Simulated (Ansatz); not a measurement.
`O[SiH](O)F` + `C[SiH](O)O[SiH2]O` → `C[Si@H](O)O[Si@@H](O)F` + `O[SiH2]O`  (redistribution)

Gas-phase electronic energies from Ansatz, PBE0-D4/def2-TZVP geometries. CCSD(T)/CBS is the MP2 limit (def2-TZVPP, def2-QZVPP) plus CCSD(T) − MP2 in def2-TZVPP, frozen cores. This one scheme is used for every species. Functionals use def2-TZVPP. B3LYP here is the variant with VWN-RPA as its local correlation; programs differ in this. One conformer a species, not always the lowest.

`O[SiH](O)F`:

Cartesian coordinates in Å:
```
O -1.358 -0.027 -0.054
Si 0.238 -0.228 0.205
O 1.034 0.123 -1.161
F 0.663 0.739 1.400
H -1.930 0.120 0.701
H 0.619 -1.590 0.600
H 0.734 0.863 -1.691
```

`C[SiH](O)O[SiH2]O`:

Z-matrix (Å, degrees):
```
C
Si 1 1.845
H 1 1.093 2 110.6
H 1 1.093 2 110.5 3 -119.9
H 1 1.092 2 110.6 3 120.2
O 2 1.642 1 107.9 3 -179.0
O 2 1.649 1 110.4 3 -59.1
H 2 1.487 1 111.9 3 59.1
H 6 0.961 2 116.3 1 167.4
Si 7 1.628 2 134.0 1 -135.9
O 10 1.653 7 110.3 2 -26.7
H 10 1.483 7 108.3 2 -147.1
H 10 1.478 7 110.2 2 89.9
H 11 0.958 10 117.4 7 -91.9
```

`C[Si@H](O)O[Si@@H](O)F`:

```xyz
14

C     1.111   -1.736    0.683
Si    1.020   -0.134   -0.225
O     0.998    1.090    0.895
O    -0.371   -0.060   -1.092
Si   -1.799    0.697   -0.913
O    -2.020    1.172    0.624
F    -1.788    1.956   -1.887
H     1.033   -2.577   -0.009
H     0.293   -1.811    1.404
H     2.054   -1.823    1.228
H     2.152    0.081   -1.159
H     1.451    1.901    0.664
H    -2.915   -0.165   -1.319
H    -1.220    1.410    1.106
```

`O[SiH2]O`:

Z-matrix (Å, degrees):
```
Si
O 1 1.642
O 1 1.642 2 113.5
H 1 1.481 2 111.5 3 116.9
H 1 1.481 2 103.8 3 -121.2
H 2 0.958 1 117.7 3 -66.0
H 3 0.958 1 117.7 2 -66.0
```

Question: Is it downhill or uphill in electronic energy at CCSD(T)/CBS, and by how much? (Best estimate.)

Answer: The calculation gave: Downhill: ΔE = -4.5 kJ/mol.

Question: What do these levels give: PBE-D4, r2SCAN-D4, ωB97X-V, r2SCAN, PBE0, B3LYP, HF/def2-TZVPP, MP2/def2-TZVPP, SCS-MP2/def2-TZVPP, CCSD/def2-TZVPP, CCSD(T)/def2-TZVPP, SCS-MP2/def2-QZVPP? (Estimate.)

Answer: Ansatz gave: PBE-D4 -5.4, r2SCAN-D4 -4.1, ωB97X-V -4.5, r2SCAN -3.9, PBE0 -4.0, B3LYP -3.7, HF/def2-TZVPP -1.2, MP2/def2-TZVPP -4.2, SCS-MP2/def2-TZVPP -3.7, CCSD/def2-TZVPP -3.7, CCSD(T)/def2-TZVPP -4.3, SCS-MP2/def2-QZVPP -3.8 kJ/mol.

Largest T1 diagnostic among the species: 0.012.
